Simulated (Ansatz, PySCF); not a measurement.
Here is a job for PySCF.
```python
from pyscf import gto, scf, cc

mol = gto.M(
    atom='''
O    -0.000000   -0.000000   -0.549573
O     0.000000    0.000000    0.549573
''',
    basis='sto-3g',
    charge=1,
    spin=1,
    verbose=4,
)

mf = scf.UHF(mol)
mf.kernel()

mycc = cc.CCSD(mf, frozen=2)
mycc.kernel()
et = mycc.ccsd_t()
print('E(CCSD(T)) = %.10f' % (mycc.e_tot + et))
```

Q: Give the equivalent Ansatz (a program for electronic structure) input.

A: This is not unique; one that fits is 
Ansatz 0.2 input:
```yaml
crystal:
  periodic: [false, false, false]
  atoms:
    - {symbol: O, position_ang: [-0.00000000, -0.00000000, -0.54957278]}
    - {symbol: O, position_ang: [0.00000000, 0.00000000, 0.54957278]}
basis:
  gaussian:
    orbitals: STO-3G
total_charge: 1
magnetization: {spin_polarized: true, initial_magnetization: 1}
correlation: {method: ccsd_t, electrons: outside_noble_gas}
accuracy: high
```

Both were run: PySCF gave -147.368680 Eh and Ansatz -147.368680 Eh, 0.000 mEh apart.
